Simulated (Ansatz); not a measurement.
H4Sn (SMILES [SnH4]) moved off its minimum; all values from Ansatz (an electronic-structure program), cores frozen in correlated methods. Elements past Kr take the def2 small-core potentials, without spin–orbit coupling.
(charge 0, multiplicity 1)
```xyz
5

Sn    -0.1604     0.1266     0.0475
H     -1.0899     1.1447    -0.3386
H      0.2472    -1.1071    -1.2372
H     -0.5497    -0.7432     1.4449
H      1.5112     0.6209     0.2980
```

Forces at r2SCAN/def2-TZVPP (eV/Å):

```
atom      Fx      Fy      Fz
----  ------  ------  ------
Sn1    5.770  -5.597   0.861
H2    -4.207   4.636  -1.787
H3    -0.638   0.846   0.813
H4    -0.183  -0.032   0.086
H5    -0.742   0.148   0.026
```

Give the forces (eV/Å), the total energy and the dipole at CCSD(T)/def2-TZVPPD.


| atom | Fx | Fy | Fz |
|---|---|---|---|
| Sn1 | 6.038 | -5.872 | 0.886 |
| H2 | -4.608 | 5.067 | -1.940 |
| H3 | -0.617 | 0.732 | 0.680 |
| H4 | -0.270 | -0.157 | 0.314 |
| H5 | -0.543 | 0.231 | 0.060 |
Energy -215.7673 hartree, dipole 1.25 D.
